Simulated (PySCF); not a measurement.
Job file and geometry (Å, from PBE0-D3(BJ)/def2-SVP) of an NMR shielding run on SMILES N#[C][Co-3]([C]#N)([C]#N)([C]#N)([C]#N)[C]#N, [C6CoN6]3-, GIAO PBE0/pcSseg-1 Co:pcSseg-2 NMR shielding, non-relativistic, gas phase (PySCF 2.14.0, density-fitted response routines); density fitting, a coarse starting grid and PySCF grid level 2 are the driver's defaults:

```
{"job": {"kind": "nmr", "xc": "PBE0", "basis": {"default": "pcSseg-1", "Co": "pcSseg-2"}}, "charge": -3, "multiplicity": 1}
Co    -0.000130     0.000063    -0.000037
C     -0.008796    -0.004151     1.925053
N     -0.014170    -0.006683     3.095526
C      0.009286     0.003920    -1.925103
N      0.015046     0.006374    -3.095575
C      1.924928     0.009621     0.009347
N      3.095387     0.015527     0.014959
C     -1.925191    -0.009521    -0.008637
N     -3.095653    -0.015362    -0.013842
C     -0.009795     1.925127     0.003856
N     -0.015670     3.095598     0.006016
C      0.009405    -1.925027    -0.004439
N      0.015333    -3.095497    -0.007145
```

Problem. Write the output of this run.

Solution. 
```
coarse grid: 69360 points
cycle   1  E = -1921.1773425315  dE =  1.754e+01  |g| = 8.673e+00  |ddm| = 4.497e+00
cycle   2  E = -1705.7657438397  dE =  2.154e+02  |g| = 4.715e+01  |ddm| = 2.662e+01
cycle   3  E = -1815.3357666874  dE = -1.096e+02  |g| = 3.154e+01  |ddm| = 1.322e+01
cycle   4  E = -1873.4079578930  dE = -5.807e+01  |g| = 2.461e+01  |ddm| = 8.288e+00
cycle   5  E = -1892.3488057838  dE = -1.894e+01  |g| = 2.001e+01  |ddm| = 5.866e+00
cycle   6  E = -1916.3676949865  dE = -2.402e+01  |g| = 1.423e+01  |ddm| = 1.195e+01
cycle   7  E = -1916.1087072858  dE =  2.590e-01  |g| = 1.247e+01  |ddm| = 4.068e+00
cycle   8  E = -1923.3698962170  dE = -7.261e+00  |g| = 1.051e+01  |ddm| = 3.977e+00
cycle   9  E = -1930.1557316529  dE = -6.786e+00  |g| = 8.322e+00  |ddm| = 3.881e+00
cycle  10  E = -1896.7123775322  dE =  3.344e+01  |g| = 1.462e+01  |ddm| = 6.472e+01
cycle  11  E = -1934.9130187495  dE = -3.820e+01  |g| = 5.981e+00  |ddm| = 6.445e+01
cycle  12  E = -1925.0990702107  dE =  9.814e+00  |g| = 6.450e+00  |ddm| = 4.847e+00
cycle  13  E = -1938.0554631973  dE = -1.296e+01  |g| = 2.114e+00  |ddm| = 4.388e+00
cycle  14  E = -1938.8011388468  dE = -7.457e-01  |g| = 6.622e-01  |ddm| = 1.774e+00
cycle  15  E = -1938.8543096572  dE = -5.317e-02  |g| = 4.658e-01  |ddm| = 7.431e-01
cycle  16  E = -1938.8897678003  dE = -3.546e-02  |g| = 2.023e-01  |ddm| = 3.694e-01
cycle  17  E = -1938.8982625004  dE = -8.495e-03  |g| = 3.414e-02  |ddm| = 1.428e-01
cycle  18  E = -1938.8985998687  dE = -3.374e-04  |g| = 2.309e-02  |ddm| = 4.776e-02
cycle  19  E = -1938.8986730248  dE = -7.316e-05  |g| = 1.297e-02  |ddm| = 2.444e-02
cycle  20  E = -1938.8987040049  dE = -3.098e-05  |g| = 6.054e-03  |ddm| = 1.117e-02
cycle  21  E = -1938.8987101442  dE = -6.139e-06  |g| = 1.903e-03  |ddm| = 4.291e-03
final grid: 146496 points
cycle  22  E = -1938.8986674122  dE =  9.092e-06  |g| = 9.220e-03  |ddm| = 5.558e-03
cycle  23  E = -1938.8984152028  dE =  2.522e-04  |g| = 4.948e-02  |ddm| = 1.886e-02
cycle  24  E = -1938.8986761969  dE = -2.610e-04  |g| = 2.288e-03  |ddm| = 1.499e-02
cycle  25  E = -1938.8986772588  dE = -1.062e-06  |g| = 3.084e-04  |ddm| = 1.526e-03
cycle  26  E = -1938.8986772780  dE = -1.917e-08  |g| = 8.658e-05  |ddm| = 2.688e-04
cycle  27  E = -1938.8986772793  dE = -1.375e-09  |g| = 3.357e-05  |ddm| = 7.539e-05
cycle  28  E = -1938.8986772796  dE = -2.974e-10  |g| = 1.178e-05  |ddm| = 3.571e-05
converged SCF energy = -1938.8986772796

GIAO shielding tensors (ppm)
atom      isotropic    diamagn.    paramagn.     s11        s22        s33       span
  0 Co   -6792.936    2172.628   -8965.564  -6793.213  -6792.935  -6792.660      0.553
  1 C       17.557     246.018    -228.461   -109.997   -109.992    272.660    382.657
  2 N      -69.453     348.824    -418.277   -264.950   -264.936    321.527    586.477
  3 C       17.554     246.018    -228.464   -110.000   -109.996    272.658    382.658
  4 N      -69.454     348.825    -418.279   -264.955   -264.941    321.532    586.487
  5 C       17.557     246.019    -228.462   -109.995   -109.993    272.660    382.655
  6 N      -69.450     348.824    -418.274   -264.940   -264.933    321.522    586.462
  7 C       17.554     246.016    -228.463   -109.999   -109.997    272.657    382.657
  8 N      -69.455     348.825    -418.279   -264.955   -264.948    321.538    586.493
  9 C       17.554     246.017    -228.463   -109.998   -109.997    272.658    382.655
 10 N      -69.455     348.825    -418.280   -264.952   -264.948    321.534    586.486
 11 C       17.558     246.018    -228.461   -109.994   -109.993    272.660    382.654
 12 N      -69.453     348.824    -418.277   -264.944   -264.941    321.525    586.470
```

Size and cost of the density-fitted run: 277 basis functions, roughly 70 core-seconds.
